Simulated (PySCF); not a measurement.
C5H8Si, SMILES C#C[C@@H]1C[C@@H]1[SiH3].

The structure is a stationary point at ωB97X-D3(BJ)/def2-SVP. The structure was generated by enumeration; whether it is a known compound was not checked.

All values below come from PySCF with B3LYP/def2-TZVP.

Gas-phase values at a fixed geometry.

| Property | Result |
|---|---|
| total energy | -484.83705 hartree |
| highest occupied level | -7.12 eV |
| lowest empty level | 0.27 eV |
| orbital gap | 7.39 eV |
| dipole moment | 1.09 D |
| quadrupole, principal values (traceless, Buckingham form, about the centre of nuclear charge) | -5.33, -2.19, 7.52 D·Å |
| mean static polarisability | 81.2 bohr³ (12.04 Å³) |
| polarisability, principal values | 65.6, 80.1, 97.9 bohr³ |
